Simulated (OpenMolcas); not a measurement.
W5+ among 6 point charges of -1.5 e arranged as an octahedron (Oh).

* Program: OpenMolcas
* Method: CASSCF
* Basis: ANO-RCC-VDZP [7s6p4d2f1g]
* Scalar Hamiltonian: DKH2, point nucleus
* Active space: 1 electron in 5 orbitals (5d)
* State averaging: 2S+1 = 2 even, 5 roots
* Spin-orbit coupling: RASSI with atomic mean-field integrals over the reference wave functions

All point charges move together. At R = 1.74 Å |10Dq| is 19262 cm-1, and at R = 1.86 Å it is 14136 cm-1.

Task: A third run gives 9811 cm-1. What distance was it run at?

Result: With a power law R^-n the two known points give n = -ln(14136 / 19262) / ln(1.86 / 1.74) = 4.64. Then R = 1.74 × (19262 / 9811)^(1/4.64) = 2.012 Å. The run was at 2.01 Å, so the estimate is off by +0.002 Å.

An orbital triplet at a regular site is open to Jahn-Teller coupling, which can distort the site and quench the lowest spin-orbit gaps and is left out. This field is weak: 10Dq is about 19262 cm-1, while octahedral complexes of 5d ions of charge 3 and more, computed by the same method with explicit ligands, had a median near 35000 cm-1. Ground spin and moment need not be those of a real site (figures for R = 1.74; the like holds for R = 1.86, R = 2.01). This is an electrostatic model: the charges have no orbitals. No measured value stands beside these numbers.
